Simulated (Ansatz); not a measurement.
`C[N](C)[InH][OH]`. The species carries charge 0 and has multiplicity 1. In takes the def2 core potential. Geometry: relaxed with PBE0-D4/def2-TZVP. It is one conformer, not always the lowest.

```xyz
13

C    -0.720   -0.851   -0.901
N     0.076    0.178   -0.285
C     0.584    1.142   -1.221
In    0.409    0.209    1.686
O    -0.550   -1.370    2.429
H    -1.594   -0.429   -1.421
H    -0.143   -1.415   -1.650
H    -1.084   -1.560   -0.155
H    -0.228    1.658   -1.757
H     1.223    0.672   -1.986
H     1.183    1.906   -0.719
H     1.308    1.321    2.601
H    -0.465   -1.462    3.380
```

Question: What is the dipole moment at r2SCAN/def2-TZVPP? (An estimate is asked.)

Answer: The calculation gave: 1.64 D, with components (0.94, 1.27, 0.44) D in this frame, pointing from negative to positive charge.

Question: And with PBE, B3LYP, ωB97M-V? (Best estimate.)

Answer: Ansatz gave: PBE 1.51 D, B3LYP 1.73 D, ωB97M-V 1.85 D.

Question: Give the Mulliken charges with r2SCAN, ωB97M-V, B3LYP in def2-TZVPP. (Estimate.)

Answer: Computed: 
```json
{"atom": "C1", "r2SCAN": "-0.02", "ωB97M-V": "-0.21", "B3LYP": "-0.16"}
{"atom": "N2", "r2SCAN": "-0.37", "ωB97M-V": "-0.38", "B3LYP": "-0.34"}
{"atom": "C3", "r2SCAN": "-0.01", "ωB97M-V": "-0.21", "B3LYP": "-0.15"}
{"atom": "In4", "r2SCAN": "0.63", "ωB97M-V": "0.63", "B3LYP": "0.65"}
{"atom": "O5", "r2SCAN": "-0.55", "ωB97M-V": "-0.53", "B3LYP": "-0.53"}
{"atom": "H6", "r2SCAN": "0.04", "ωB97M-V": "0.10", "B3LYP": "0.07"}
{"atom": "H7", "r2SCAN": "0.04", "ωB97M-V": "0.10", "B3LYP": "0.07"}
{"atom": "H8", "r2SCAN": "0.07", "ωB97M-V": "0.11", "B3LYP": "0.11"}
{"atom": "H9", "r2SCAN": "0.04", "ωB97M-V": "0.10", "B3LYP": "0.08"}
{"atom": "H10", "r2SCAN": "0.04", "ωB97M-V": "0.10", "B3LYP": "0.08"}
{"atom": "H11", "r2SCAN": "0.03", "ωB97M-V": "0.09", "B3LYP": "0.07"}
{"atom": "H12", "r2SCAN": "-0.09", "ωB97M-V": "-0.06", "B3LYP": "-0.11"}
{"atom": "H13", "r2SCAN": "0.18", "ωB97M-V": "0.15", "B3LYP": "0.16"}
```

B3LYP here is the variant with VWN-RPA as its local correlation; programs differ in this.
